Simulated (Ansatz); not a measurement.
# One reagent, a row of partners

Four-centre ligand exchange: H₂ meets different compounds of Hf. Each row is one chosen step, not always the lowest open to these reactants.

Gas-phase electronic energies, without zero-point energy, by CCSD(T) at an estimated basis limit (MP2 extrapolated from triple and quadruple zeta, plus CCSD(T) − MP2 in triple zeta); Ansatz 0.2.0, def2-TZVPP and QZVPP, frozen cores, core potentials past krypton, on PBE0-D4/def2-TZVP structures. Extrapolation: Hartree–Fock as exp(−7.88 √X), correlation as X^−2.97. All energies, in kJ/mol, count from the separated reactants, without counterpoise correction; the start and end structures are the complexes reached by relaxing down from the saddle, and deeper ones may exist. Brackets give SMILES, or, where every atom is bracketed, only which atoms are joined. Steps whose reference was doubtful or whose search ended elsewhere are left out.

| reactants | products | broken | formed | start structure | saddle | end structure | saddle by PBE-D4/TZ |
| --- | --- | --- | --- | --- | --- | --- | --- |
| HfHOF₃ ([OH][Hf]([F])([F])[F]) + H₂ | HfHF₃ ([F][HfH]([F])[F]) + H₂O, still joined by a dative Hf–O bond | Hf–O, H–H | H–Hf, H–O | -7.2 | 133.8 | 79.1 | 111.1 |
| HfHCl₃O ([OH][Hf]([Cl])([Cl])[Cl]) + H₂ | HfHCl₃ ([Cl][HfH]([Cl])[Cl]) + H₂O, still joined by a dative Hf–O bond | Hf–O, H–H | H–Hf, H–O | -3.3 | 145.7 | 92.7 | 124.7 |
| HfCl₄ ([Cl][Hf]([Cl])([Cl])[Cl]) + H₂ | HfHCl₃ ([Cl][HfH]([Cl])[Cl]) + HCl, still joined by a dative Cl–Hf bond | Cl–Hf, H–H | Cl–H, H–Hf | -3.3 | ? | 168.8 | 165.4 |

(1) What is the height of the saddle for HfCl₄ ([Cl][Hf]([Cl])([Cl])[Cl]) + H₂? (An estimate is asked for; the value comes from the calculation.)

(2) How do the PBE-D4 saddles lie against the coupled-cluster estimate?

T1 diagnostic: at most 0.017. The outer cores of Hf are correlated in sets not built for that, so values that involve them are less sure.

For scale, one of the runs: CCSD(T)/def2-TZVPP, 255 basis functions, launched by `ansatz run in.yaml --threads 8 --pin off --events-out ev --progress --plain --max-ram 19148MiB`. Time: 2.4 min of wall clock on 8 CPU threads of an Arm Neoverse V2; the host was shared. Peak host memory: 6 GiB.

Results:

(1) By the calculation: 171.9 kJ/mol relative to the separated reactants, the highest of the series; above its start structure the barrier is 171.9 − (-3.3) ≈ 175.2 kJ/mol.

(2) All lower, by 6.5 to 22.7 kJ/mol.
